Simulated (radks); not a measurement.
Results of a calculation; reference values are marked as such.
Q: All-electron atom: Cd4+ in [Ar] 3d10 4s1 4p6 4d8 4f1 (not the ground configuration). Level of theory: Dirac Kohn-Sham, LDA (Slater exchange, Perdew-Wang correlation), spin-unpolarised, spherical densities, finite nucleus; open shells fill j = l - 1/2 first; Fermi nuclear charge, rms radius 4.6087 fm (a radial shooting solver on a logarithmic mesh with Libxc functionals).

Spin-orbit splittings of the eigenvalues, e(l+1/2) - e(l-1/2), with zeta = 2 splitting/(2l+1) and mean radii in bohr:

| shell | occ. | splitting (eV) | zeta (eV) | <r> j=l-1/2 | <r> j=l+1/2 |
|---|---|---|---|---|---|
| 2p | 6 | 192.2 | 128.1 | 0.1113 | 0.1164 |
| 3p | 6 | 34.38 | 22.92 | 0.3496 | 0.3606 |
| 3d | 10 | 7.001 | 2.800 | 0.3324 | 0.3359 |
| 4p | 6 | 6.284 | 4.190 | 0.9122 | 0.9397 |
| 4d | 8 | ? | ? | 1.109 | 1.120 |
| 4f | 1 | 0.01812 | 0.005177 | 2.458 | 2.463 |
| 5p | 0 | 1.006 | 0.6707 | 2.308 | 2.365 |

Estimate the 4d splitting.

A: 0.9042 eV (zeta = 0.3617 eV).
